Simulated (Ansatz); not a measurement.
Li5⁺. Total charge 1; triplet. Geometry r2SCAN/def2-TZVP; atoms count from 1.

```xyz
5

Li   -0.3370   -2.2002    1.3907
Li    0.3705   -1.0545   -1.5656
Li   -1.5933    0.7351    0.7881
Li    0.3069    2.1928   -1.4101
Li    1.2529    0.3267    0.7969
```

At PBE0/def2-TZVP a singlet of charge 1 lies 0.36 eV below the triplet, each at its own geometry. The structure comes from a short search, and lower isomers may exist.

Problem. Estimate the Mulliken populations from the PBE0/def2-TZVP orbitals of Ansatz.

Solution. 
```
atom  charge (e)  spin (α − β)
 Li1        0.25          0.54
 Li2        0.23          0.33
 Li3        0.23          0.33
 Li4        0.25          0.54
 Li5        0.05          0.26
```
Mulliken values depend strongly on the basis.

Problem. Where does the spin sit?

Solution. Summed by element: Li 2.00, of 2 unpaired in all. Largest on single atoms: Li1 0.54, Li4 0.54, Li2 0.33.

Problem. And the Mayer bond orders between heavy atoms (over 0.3)?

Solution. Li1–Li5 0.32 (3.04 Å); Li2–Li5 0.38 (2.88 Å); Li3–Li5 0.37 (2.88 Å); Li4–Li5 0.32 (3.04 Å).
